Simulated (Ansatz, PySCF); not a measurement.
Species: InBr$_{2}$, net charge 1, singlet state. It need not be the lowest isomer of its formula. SMILES: [In+]([Br])[Br]
Geometry: optimised at B3LYP-D3(BJ)/def2-TZVP (Ansatz, a quantum-chemistry and plane-wave program).

Wanted: vertical ionisation energy (to the doublet state of charge +2; each state is the SCF solution reached for its spin), in eV. Valence correlation only, unless marked. Open shells are spin-unrestricted. No spin-orbit coupling. The frozen core is the preceding noble-gas configuration, with the filled d and f shells of earlier blocks. Past Kr the def2 sets carry scalar-relativistic core potentials. 

| level | program | vertical ionisation energy (eV) |
|---|---|---|
| SVWN5/def2-TZVPD | Ansatz | 16.07 |
| PBE/def2-TZVPD | Ansatz | 15.81 |
| r2SCAN/def2-TZVPD | Ansatz | 16.03 |
| B3LYP/def2-TZVPD | Ansatz | 16.14 |
| PBE0/def2-TZVPD | Ansatz | 16.20 |
| BHLYP/def2-TZVPD | Ansatz | 16.42 |
| CAM-B3LYP/def2-TZVPD | Ansatz | 16.52 |
| wB97M-V/def2-TZVPD | Ansatz | 16.52 |
| wB97X-V/def2-TZVPD | Ansatz | 16.59 |
| CCSD/def2-SVPD | Ansatz | 16.37 |
| CCSD/def2-TZVPPD | Ansatz | 16.37 |
| CCSD(T)/def2-SVPD | Ansatz | 16.37 |
| CCSD(T)/def2-TZVPPD | Ansatz | 16.41 |

For comparison, minus the highest occupied orbital energy (PySCF): 14.21 eV at PW6B95/def2-TZVPD, 13.49 eV at TPSSh/def2-TZVPD, 13.02 eV at BP86/def2-TZVPD.
